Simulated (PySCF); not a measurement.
**Computed properties of Hf(Cl)3(SH) (Cl₃HHfS), SMILES [Cl][Hf]([Cl])([SH])[Cl], multiplicity 1**

Hf(Cl)3(SH) (Cl3HHfS), SMILES [SH][Hf]([Cl])([Cl])[Cl], multiplicity 1. Geometry optimised at PBE0-D3(BJ)/def2-SVP. The spin state was assumed, not searched. The structure was generated by enumeration; whether it is a known compound was not checked. The def2 effective core potentials stand for the cores of Hf; spin–orbit coupling is left out. One conformer was computed; it need not be the lowest. All values are computed for the isolated molecule unless a solvent is named; none is compared with measurement here.

**Structure.** The optimised structure has Cs symmetry. All 12 harmonic modes at PBE0-D3(BJ)/def2-SVP (PySCF) are real, so it is a minimum. With heavy atoms numbered as in [Hf:1]([Cl:2])([Cl:3])([Cl:4])[SH:5], the shortest bond between them is Hf1–Cl4 at 2.327 Å and the longest Hf1–S5 at 2.415 Å.

**Vibrations.** The strongest infrared lines (harmonic, unscaled, degenerate partners summed) lie at 397 cm⁻¹ (83 km/mol, Cl 73 %, Hf 23 %), 392 cm⁻¹ (73 km/mol, Cl 77 %, Hf 23 %), 380 cm⁻¹ (33 km/mol, Cl 88 %, Hf 10 %). The softest mode is at 73 cm⁻¹ and the zero-point energy is 7.6 kcal/mol.

**Electronic structure.** PBE0/def2-TZVP (PySCF) places the frontier levels at -8.27 and -2.37 eV, a gap of 5.90 eV, and gives a dipole moment of 0.65 D and a mean polarisability of 94.6 bohr³. PBE/def2-TZVP (PySCF) at the same geometry gives -7.04 and -3.16 eV, so its gap is 2.02 eV narrower. An orbital gap is neither the optical nor the fundamental gap.

**Excitations.** TDA-M06-2X/def2-SVPD (PySCF) has S1 at 4.63 eV (268 nm, f = 0.002, dark); the most intense of the 10 singlets computed lies at 5.94 eV (f = 0.04). T1 (TDA) is at 4.49 eV, 0.14 eV under S1. TDA-PBE/def2-SVPD (PySCF) puts S1 at 3.86 eV. No vertical singlet excitation falls in the visible range (under 3.1 eV).
